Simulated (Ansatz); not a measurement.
[NbO2Cl2]- (NbCl₂O₂⁻). Charge -1, multiplicity 1. Geometry PBE0-D4/def2-SVPD.

```xyz
5

Nb   -0.053    0.006   -0.125
O     0.530    0.955   -1.445
O    -1.437   -0.853   -0.697
Cl   -0.682    1.445    1.698
Cl    1.642   -1.553    0.570
```

In the def2 sets Nb takes a core potential; there is no spin–orbit coupling.

(1) Estimate the orbital energies around the gap (eV) in Ansatz with PBE-D4/def2-SVPD, PBE-D4/def2-TZVPD, revPBE-D4/def2-TZVPD, r2SCAN-D4/def2-TZVPD, PBE0-D4/def2-SVPD.

Results:

(1) 
| orbital | PBE-D4/def2-SVPD | PBE-D4/def2-TZVPD | revPBE-D4/def2-TZVPD | r2SCAN-D4/def2-TZVPD | PBE0-D4/def2-SVPD |
| --- | --- | --- | --- | --- | --- |
| HOMO−9 | -4.67 | -4.56 | -4.48 | -4.94 | -6.35 |
| HOMO−8 | -4.56 | -4.46 | -4.37 | -4.80 | -6.19 |
| HOMO−7 | -4.52 | -4.42 | -4.34 | -4.75 | -6.08 |
| HOMO−6 | -4.22 | -4.13 | -4.05 | -4.49 | -5.76 |
| HOMO−5 | -3.75 | -3.67 | -3.59 | -4.02 | -5.20 |
| HOMO−4 | -3.47 | -3.40 | -3.33 | -3.76 | -4.96 |
| HOMO−3 | -3.21 | -3.13 | -3.06 | -3.46 | -4.64 |
| HOMO−2 | -3.17 | -3.07 | -3.00 | -3.38 | -4.63 |
| HOMO−1 | -3.12 | -3.02 | -2.94 | -3.32 | -4.58 |
| HOMO | -2.26 | -2.16 | -2.08 | -2.46 | -3.82 |
| LUMO | 1.85 | 1.93 | 2.03 | 2.07 | 2.61 |
| LUMO+1 | 2.71 | 2.75 | 2.72 | 2.97 | 3.37 |
| LUMO+2 | 2.81 | 2.80 | 2.86 | 3.06 | 3.57 |
| LUMO+3 | 2.86 | 2.83 | 2.88 | 3.30 | 3.61 |
| LUMO+4 | 3.76 | 3.42 | 3.39 | 3.91 | 4.27 |
| LUMO+5 | 4.03 | 3.68 | 3.59 | 4.20 | 4.55 |
